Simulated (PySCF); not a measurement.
Species: C4H9Al.
SMILES: `C=C[CH2][AlH][CH3]`

A linear-response calculation (PySCF, def2-SVPD basis, gas phase, vertical, core orbitals frozen in the response) gave these numbers; the functional is withheld.

Orbital energies (eV): HOMO-3 -11.12, HOMO-2 -10.23, HOMO-1 -9.39, HOMO -7.86, LUMO -0.12, LUMO+1 0.70, LUMO+2 1.39.

```json
{"state": "S1", "E (eV)": "4.68", "f": "0.0050", "main configurations (H = HOMO, L = LUMO)": "H→L (93%)"}
{"state": "S2", "E (eV)": "5.57", "f": "0.0026", "main configurations (H = HOMO, L = LUMO)": "H-1→L (98%)"}
{"state": "S3", "E (eV)": "5.92", "f": "0.016", "main configurations (H = HOMO, L = LUMO)": "H→L+1 (85%)"}
{"state": "S4", "E (eV)": "6.45", "f": "0.312", "main configurations (H = HOMO, L = LUMO)": "H→L+2 (86%)"}
{"state": "S5", "E (eV)": "6.94", "f": "0.0070", "main configurations (H = HOMO, L = LUMO)": "H-2→L (79%), H→L+6 (12%)"}
{"state": "S6", "E (eV)": "7.02", "f": "0.054", "main configurations (H = HOMO, L = LUMO)": "H→L+3 (77%)"}
```

Triplets (Tamm–Dancoff): T1 4.01 eV, H→L+2 (49%), H→L (27%); T2 4.60 eV, H→L (63%), H→L+2 (18%), H-2→L (9%); T3 5.18 eV, H-1→L (95%); T4 5.77 eV, H→L+1 (80%), H→L+4 (9%).

Vertical ionisation energy by ΔSCF with the same functional: 8.64 eV. Mean static polarisability: 78.1 au.

Question: Which of these was used?
A. CAM-B3LYP
B. PBE
C. HF
D. PBE0

Answer: A. CAM-B3LYP is range-separated, 19% exact exchange at short range and 65% at long range (ω = 0.33 bohr⁻¹). In this run −ε(HOMO) = 7.86 eV differs from the ΔSCF value by -0.78 eV, and S1 differs from the orbital gap of 7.74 eV by -3.06 eV. The ratio −ε(HOMO)/IP is 0.91. Usual ranges for neutral molecules in this basis: 0.85 to 0.93 with CAM-B3LYP, 0.5 to 0.7 with PBE, 0.7 to 0.83 with PBE0; Hartree–Fock can't fall below 1, since the ion's relaxation only lowers the ΔSCF value.

Computed, not measured: PySCF 2.14.0, density-fitted response routines, TDDFT CAM-B3LYP/def2-SVPD, vertical, gas phase, core orbitals frozen in the response. The structure is a single PBE0-D3(BJ)/def2-SVP conformer in the gas phase; no vibrational or solvent corrections.

Conformer computed: `[CH2:1]=[CH:2][CH2:3][AlH:4][CH3:5]`: C1–C2–C3–Al4 95°, C2–C3–Al4–C5 -24°.
